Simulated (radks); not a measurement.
Results of a calculation; reference values are marked as such.
Ionisation of Cs3+, [Kr] 4d10 5s2 5p4, to Cs4+, [Kr] 4d10 5s2 5p3, under several functionals. Dirac Kohn-Sham, spin-unpolarised, spherical densities, point nucleus; open shells are shared between the two j in proportion to 2j + 1; a radial shooting solver on a logarithmic mesh with Libxc functionals.

| functional | E(Cs3+) (hartree) | Exc (hartree) | IE (eV) | -e(HOMO) (eV) | <r> HOMO (bohr) | IE error (eV) |
|---|---|---|---|---|---|---|
| XLYP | -7789.3433 | -193.0988 | 45.084 | 38.765 | 1.944 | +2.084 |
| exchange-only PBE | -7785.1540 | -188.8675 | 44.051 | 37.761 | 1.952 | +1.051 |
| B86b exchange with PBE correlation | -7788.8153 | -192.5727 | 45.245 | 38.946 | 1.938 | +2.245 |
| exchange-only LDA | -7776.7268 | -180.3462 | 44.010 | 37.690 | 1.946 | +1.010 |
| SOGGA | -7784.4787 | -188.1853 | 45.173 | 38.869 | 1.936 | +2.173 |
| PBE | -7788.0083 | -191.7555 | 45.220 | 38.924 | 1.938 | +2.220 |
| AM05 | -7782.1590 | -185.8395 | 45.259 | 38.942 | 1.934 | +2.259 |

NIST Atomic Spectra Database: 43 eV (theoretical). Closest: exchange-only LDA. The Delta-SCF values span 1.25 eV, the total energies 12.62 hartree. The highest occupied level is 5p3/2. Spin polarisation and multiplet splitting are left out, so open shells lie too high by an amount that depends on their filling. Sharing an open shell by 2j + 1 raises it above the true ground level by a part of the spin-orbit splitting, which enters the differences from NIST.

Beside tabulated values, note that spin-unpolarised runs miss the spin-polarisation part of the exchange energy of open shells.
